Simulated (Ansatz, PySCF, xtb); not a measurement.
Gas-phase reaction in SMILES: CCN [ethanamine] + C (CH4) → CC (C2H6) [ethane] + CN (CH5N)
Each molecule is optimised on its own at B3LYP-D3(BJ)/def2-TZVP (Ansatz, a program for electronic structure), one conformer each, not searched for the lowest.

Quantity: bond separation energy (enthalpy at 298 K, with B3LYP-D3(BJ) rigid-rotor harmonic-oscillator terms from PySCF), in kJ/mol. Valence correlation only, unless marked. No spin-orbit coupling. No relativistic terms. CBS(X,Y): correlation extrapolated as X^-3; Hartree-Fock from the larger set. [CCSD(T)-MP2]/basis is that difference in the basis named.

| level | program | bond separation energy (kJ/mol) |
|---|---|---|
| GFN1-xTB | xtb | 19.1 |
| PBE0/6-31G* | Ansatz | 17.4 |
| BHLYP/def2-TZVPD | Ansatz | 15.1 |
| wB97X/def2-TZVPD | Ansatz | 16.9 |
| B2GP-PLYP-D4/def2-TZVPD | Ansatz + dftd4 | 18.0 |
| MP2/6-31G | Ansatz | 20.2 |
| MP2/cc-pVDZ | Ansatz | 20.5 |

Predict the RI-MP2/CBS(cc-pVTZ,cc-pVQZ)+[CCSD(T)-MP2]/cc-pVTZ result (Ansatz).

18.9 kJ/mol
